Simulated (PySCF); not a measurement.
Bi⁺: excitation energy

Bi⁺ [Xe] 4f14 5d10 6s2 6p2 (3P) → Bi⁺ [Xe] 4f14 5d10 6s2 6p1 6d1 (high-spin determinant), as a difference of total energies. Computed with PySCF 2.14 in aug-cc-pVQZ-PP with one added diffuse shell each of s, p, d, f, g type with ECP60MDF (8s8p6d4f3g, 117 functions), with a scalar-relativistic core potential. Correlated levels: valence: 5s2 5p6 5d10 frozen. The calculations carry no spin-orbit coupling.

```
           method  excitation energy (cm⁻¹)
              UHF                     73161
              LDA                     70230
              PBE                     68423
             PBE0                     70588
           r2SCAN                     71829
             MN15                     73616
          LC-wPBE                     74956
           revPBE                     67985
    MP2 (valence)                     72739
SCS-MP2 (valence)                     72820
```

Spin-orbit coupling is strong in these open shells (close to jj coupling). The scalar numbers leave it out and a first-order estimate fails, so it can dominate the gap to the real levels.

The promoted electron is Rydberg-like, and one or two diffuse shells describe it only roughly, which tends to raise the upper state.

The determinant of the upper state mixes LS terms, which raises its energy above the lowest term, most at the Hartree-Fock and MP2 levels.
